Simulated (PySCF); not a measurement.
SMILES c1ccc(-c2c(F)cccc2)cc1 (GFN2-xTB optimised geometry):

```
22

F     -1.903    -0.614    -0.028
C     -1.232     0.560     0.000
C     -1.974     1.726     0.000
C     -1.317     2.943     0.007
C      0.067     2.978     0.006
C      0.793     1.802     0.000
C      0.161     0.560     0.000
C      0.946    -0.686    -0.006
C      0.625    -1.741     0.843
C      1.381    -2.899     0.835
C      2.463    -3.020    -0.020
C      2.789    -1.975    -0.869
C      2.038    -0.814    -0.861
H     -3.051     1.665    -0.007
H     -1.887     3.860     0.011
H      0.584     3.926     0.013
H      1.872     1.834     0.013
H     -0.212    -1.651     1.518
H      1.124    -3.710     1.500
H      3.051    -3.926    -0.027
H      3.629    -2.066    -1.541
H      2.284    -0.007    -1.535
```

Method: PBE/def2-SVP (PySCF).

What are the frontier orbital energies and the dipole moment?

HOMO-2 -6.32 eV, HOMO-1 -6.22 eV, HOMO -5.72 eV, LUMO -1.67 eV, LUMO+1 -1.03 eV; dipole moment 1.02 D.

Meta-Löwdin charges at PBE/def2-SVP: F1 -0.24, C2 0.26, C3 -0.14, C4 -0.10, C5 -0.12, C6 -0.10, C7 -0.03, C8 0.01, C9 -0.10, C10 -0.10, C11 -0.11, C12 -0.10, C13 -0.11, H14 0.12, H15 0.11, H16 0.11, H17 0.11, H18 0.11, H19 0.11, H20 0.11, H21 0.11, H22 0.11.
